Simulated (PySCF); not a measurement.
Compound: H7N2PSi.
Atom-mapped SMILES: `[NH2:1][SiH:2]([NH2:3])[PH2:4]` (hydrogens: H5, H6 on N1; H7 on Si2; H8, H9 on N3; H10, H11 on P4)

Torsions of this conformer, `[NH2:1][SiH:2]([NH2:3])[PH2:4]`: H–N1–Si2–N3 57°, H–N1–Si2–N3 -160°, H–N3–Si2–N1 -162°, H–N3–Si2–N1 53°, H–P4–Si2–N1 -56°, H–P4–Si2–N1 38°.

The closed-shell ground state was solved at several levels (PySCF, density fitting, gas phase, non-relativistic). One conformer (not necessarily the lowest) at the PBE0-D3(BJ)/def2-SVP geometry, without solvent, vibrations or thermal averaging.

```tsv
level	basis functions	HOMO (eV)	LUMO (eV)	gap (eV)	dipole (D)
mPW1PW91/pcSseg-2	256	-6.77	0.23	7.00	1.45
PBE0/pcSseg-1	117	-6.69	0.74	7.43	1.73
KT3/pcSseg-2	256	-5.65	-0.68	4.97	1.44
wB97X-D/def2-SVPD	144	-8.54	1.91	10.45	1.42
PBE0/cc-pVDZ	99	-6.47	1.04	7.51	1.73
LDA/def2-SVPD	144	-5.64	-0.58	5.06	1.42
PBE/def2-SVPD	144	-5.54	-0.47	5.07	1.42
CAM-B3LYP/pcSseg-2	256	-8.03	0.97	9.00	1.39
CAM-B3LYP/def2-SVPD	144	-8.01	1.00	9.01	1.31
```

(1) Estimate the row for PBE0/def2-TZVP, a basis of 178 functions; the other rows only guide the guess.

(2) Over all these levels, which gives the widest orbital gap and which the narrowest?

(3) How much does the basis alone move the frontier levels among the 3 PBE0 rows (the withheld one included)?

(4) How far do the dipole and the HOMO energy spread over the levels?

Answers

(1) HOMO -6.69 eV, LUMO 0.51 eV, gap 7.20 eV, dipole 1.48 D.

(2) wB97X-D/def2-SVPD (range-separated hybrid) has the widest, 10.45 eV, and KT3/pcSseg-2 (GGA) the narrowest, 4.97 eV. Functional and basis both differ between the two, so the spread mixes both effects.

(3) The HOMO by 0.22 eV and the LUMO by 0.53 eV. By rising basis size (HOMO, LUMO in eV): cc-pVDZ -6.47, 1.04; pcSseg-1 -6.69, 0.74; def2-TZVP -6.69, 0.51.

(4) The dipole runs from 1.31 to 1.73 D (mean 1.48 D) and the HOMO from -8.54 to -5.54 eV.
